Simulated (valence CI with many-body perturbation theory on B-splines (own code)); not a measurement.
**Which ion has this spectrum?**

A relativistic CI+MBPT calculation for an atom or ion with 5 electrons gives these levels (cm⁻¹):

| J | Parity | E | g |
| --- | --- | --- | --- |
| 1/2 | odd | 0 | 0.66 |
| 3/2 | odd | 6987 | 1.33 |
| 1/2 | even | 160825 | 2.67 |
| 3/2 | even | 163301 | 1.73 |
| 5/2 | even | 166864 | 1.60 |
| 3/2 | even | 287967 | 0.80 |
| 5/2 | even | 287986 | 1.20 |
| 1/2 | even | 367959 | 1.96 |
| 1/2 | even | 390316 | 0.71 |
| 3/2 | even | 394288 | 1.33 |
| 3/2 | odd | 509227 | 2.00 |
| 3/2 | odd | 575539 | 0.80 |
| 5/2 | odd | 575559 | 1.20 |
| 1/2 | odd | 647011 | 0.66 |

The energies are calculated, with errors of perhaps 300 cm⁻¹, more in some levels.

(1) Which is it?
A. S11+
B. P10+
C. Si9+
D. Al8+

## Answers

(1) C. Si9+, ground level 2s2 2p 2P°_1/2.
